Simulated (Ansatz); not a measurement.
`[CH3][InH][SeH]` + `BN=C` → `[CH3][InH2]` + `C=NB[SeH]`  (redistribution)

Gas-phase electronic energies from Ansatz, PBE0-D4/def2-TZVP geometries. CBS: MP2 limit from def2 TZ/QZ plus the TZ coupled-cluster correction, frozen cores. Functionals use def2-TZVPP. Elements past krypton have def2 core potentials. For In, Se outer-core shells are correlated without core-valence functions, which leaves a few kJ/mol of doubt a bond. Scalar relativity is left out up to krypton. One conformer a species, not always the lowest.

| level | ΔE (kcal/mol) |
| --- | --- |
| PBE-D4 | 16.7 |
| CAM-B3LYP-D4 | 16.9 |
| r2SCAN | 17.4 |
| PBE0 | 16.9 |
| r2SCAN0 | 17.3 |
| HF/def2-SVP | 17.0 |
| CCSD/def2-SVP | 16.7 |
| HF/CBS(def2) | 18.6 |

What does CCSD(T)/CBS give? (Best estimate.)

The calculation gave: +18.2 kcal/mol. The listed levels differ from it by -1.5, -1.3, -0.8, -1.3, -0.9, -1.2, -1.5, 0.4 kcal/mol.

Largest T1 diagnostic among the species: 0.016.

In def2-TZVPP, CCSD(T) changes the Hartree–Fock value by −1.8 kcal/mol (the triples alone add −0.1 kcal/mol) and MP2 by −1.5 kcal/mol. At CCSD(T), def2-SVP lies −1.8 kcal/mol from the extrapolated value and def2-TZVPP −1.5 kcal/mol. Leaving LDA and LC-ωPBE aside and taking each functional with its dispersion term where it has one, the values, not all of them listed here, spread over 3.7 kcal/mol, from B97M-V to BHLYP-D4. LDA lies −1.3 kcal/mol from PBE without D4.

CCSD(T)/CBS has its own doubt, a few kJ/mol and more with outer-core shells, so smaller differences from it don't rank the levels.
